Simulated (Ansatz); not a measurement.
This geometry of ClH4NSi + FH + FH (11 atoms, charge 0, multiplicity 1) is a first-order saddle point.

The calculation used RKS BLYP-D4/cc-pVDZ (Ansatz).

```xyz
11
Properties=species:S:1:pos:R:3
Si -0.711 -0.610 -0.390
Cl 1.521 -1.561 0.460
H -0.438 -1.658 -1.439
H -1.804 -1.142 0.480
N -0.908 0.762 -1.425
H 0.725 0.799 1.544
F -0.365 0.626 1.047
H 1.862 -0.350 1.335
F 1.779 0.718 1.896
H -0.689 0.692 -2.420
H -0.972 1.724 -1.087
```

(1) Which two structures does it join? (They come from a converged band through this point; their orientation in space is the band's.)

(2) How far does it lie above each of them?

## Answers

(1) Bonds broken: Si1–Cl2, H6–F7, H8–F9. Bonds formed: Si1–F7, Cl2–H8, H6–F9. ClH4NSi + FH + FH becomes ClH + FH + FH4NSi.

Image 0:

```xyz
11
Properties=species:S:1:pos:R:3
Si -0.663 -1.092 -0.697
Cl 1.261 -1.777 0.156
H -0.801 -1.994 -1.880
H -1.641 -1.335 0.399
N -0.688 0.563 -1.179
H 0.338 1.294 1.581
F -0.614 1.452 1.495
H 1.759 -0.053 1.047
F 1.839 0.832 1.441
H -0.109 0.873 -1.966
H -0.680 1.236 -0.396
```

Image 8:

```xyz
11
Properties=species:S:1:pos:R:3
Si -1.334 -0.494 -0.145
Cl 2.649 -0.471 -0.642
H -0.873 -1.912 -0.187
H -2.812 -0.277 -0.173
N -0.580 0.409 -1.399
H 0.570 0.418 1.820
F -0.905 0.032 1.442
H 2.218 0.028 0.529
F 1.515 0.614 1.906
H 0.428 0.283 -1.559
H -0.876 1.371 -1.592
```

(2) 73.8 kJ/mol above the first and 109.0 kJ/mol above the second. This is the barrier of this one path; another mechanism may lie lower. The orbitals stay closed-shell, which can raise the energy where a bond breaks towards radicals; this wasn't checked here.

Run time: 4.2 min on 2 threads of Intel(R) Xeon(R) Platinum 8488C (Sapphire Rapids), on a shared host, peak memory 0.18 GiB.
